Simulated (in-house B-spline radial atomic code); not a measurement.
Results of a calculation; reference values are marked as such.
**Correlation energy from the adiabatic connection: ω²r²/2, ω = 1.06**

Two electrons in a singlet, external potential ω²r²/2, ω = 1.06 (atomic units). Full CI in B-splines (partial waves to l = 8, correlation up to 0.6 % small) with the density held fixed gives W(λ) = <V_ee>_λ − U, and E_c is the integral of W(λ) − W(0) from 0 to 1.

```csv
λ,W(λ) − W(0) (hartree)
0,0.00000
0.02,-0.00200
0.05,-0.00495
0.12,-0.01162
0.25,-0.02329
0.4,-0.03567
0.6,-0.05058
0.8,-0.06390
1,-0.07583
```

(1) Integrate the table by the trapezoid rule.

(2) Now use only three numbers: W(0) = -0.77015, the initial slope W'(0) = -0.1005 (extrapolated from the first points) and the strong-coupling limit of the point-charge-plus-continuum model, W∞ = -1.0508. What do second-order theory and the interpolation W(λ) = W∞ + (W(0) − W∞)/√(1 + 2χλ) of Seidl, Perdew and Levy give?

Results:

(1) The strips give -0.00002, -0.00010, -0.00058, -0.00227, -0.00442, -0.00862, -0.01145, -0.01397, which sum to -0.04144 hartree. The direct value, W(1) − W(0) + T_c with T_c = 0.03429, is -0.04154; the curve is convex, so chords lie above it and the trapezoids fall short in size by 0.24 %.

(2) Second order keeps the slope alone: E_c = W'(0)/2 = -0.05025, +21 % in size against -0.04154. Matching the slope fixes χ = W'(0)/(W∞ − W(0)) = -0.1005/(-0.28065) = 0.35810. Integrating, with s = √(1 + 2χ) = 1.310036, E_c = −(W(0) − W∞)(s − 1)/(s + 1) = −0.28065 × 0.310036/2.310036 = -0.03767 hartree, -9.3 % in size against the full result. At λ = 1 the formula gives W − W(0) = -0.06642 against -0.07583. Part of the miss can come from the model's W∞.
